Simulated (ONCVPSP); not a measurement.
# Fe: one change to an ONCV potential, before and after

* Element: iron (Fe)
* Generator: ONCVPSP 4.0.1
* Type: optimised norm-conserving Vanderbilt (ONCV)
* Functional: PBEsol
* Relativity: scalar-relativistic
* Frozen core: [Ar]
* Valence charge: 8
* Reference configuration: 3d6 4s1.75 4p0.25
* Partial waves: 4s: rc 2.40 bohr, ncon 3, nbas 6, qcut 3.2 1/bohr, 2 projectors, debl 0.9 Ha; 4p: rc 2.95 bohr, ncon 3, nbas 6, qcut 2.3 1/bohr, 2 projectors, debl 2 Ha; 3d: rc 1.60 bohr, ncon 3, nbas 8, qcut 8.6 1/bohr, 2 projectors, debl 1.5 Ha
* Local potential: polynomial inside 1.00 bohr (lpopt 5, dvloc0 6 Ha)
* Core correction: Teter function, fcfact 4.25, rcfact 1.05

Change: local potential polynomial inside 1.00 bohr (lpopt 5, dvloc0 -0.5 Ha).

Cutoffs: the cutoffs (Ha) at which the residual kinetic energy of the hardest occupied pseudo-wave falls to 1 and 0.1 mHa per electron; they do not see the model core or the augmentation charge, which bear on the density cutoff. Errors are all-electron minus pseudo energies relative to the spin-unpolarised reference configuration.

Q: How do hardness, ghosts and transferability respond?

A: The potential gets neither clearly harder nor softer (32 Ha and 35 Ha → 32 Ha and 35 Ha); a bound ghost appears in s, which as a rule spoils a file; the lowest positive-energy flag moves from s at 2.2 eV to p at 44.2 eV; the errors of the 3 common tests hardly move; the range in which the s phases agree widens (upper end 0.1 → 2.4); the range in which the p phases agree narrows (upper end 2.8 → 1.5). In the separable form a ghost depends on how the local part lies against the semilocal potential of the channel, so the choice of the local part can create or remove one.

| quantity | base | changed |
| --- | --- | --- |
| cutoff, loose | 32 Ha | 32 Ha |
| cutoff, tight | 35 Ha | 35 Ha |
| bound ghosts | none | s |
| GHOST(+) flags under 300 eV | s at 2.2 eV, p at 82.3 eV | p at 44.2 eV |
| tests with a reliable result | 3 of 4 | 3 of 4 |
| error for 3d6 4s2 4p0, meV [ΔE -1.01 eV] | +0.2 | +0.2 |
| error for 3d6 4s1 4p0, meV [ΔE 7.74 eV] | -2.6 | -2.9 |
| error for 3d6 4s0 4p1, meV [ΔE 12.81 eV] | +14 | +14 |
| s: phases at 2.43 bohr within 0.05 rad from the reference energy up to (Ha; the scan ends near 5) | 0.1 | 2.4 |
| p: phases at 3.00 bohr within 0.05 rad from the reference energy up to (Ha; the scan ends near 5) | 2.8 | 1.5 |
| d: phases at 1.62 bohr within 0.05 rad from the reference energy up to (Ha; the scan ends near 5) | to the end of the scan | to the end of the scan |
| rms error of d²Exc/dni dnj with the model core, mHa | 4.76 | 4.76 |

 A true bound ghost makes a file unfit for plane-wave use even where its test errors are small: the radial tests pick states by their node count and pass the ghost by.
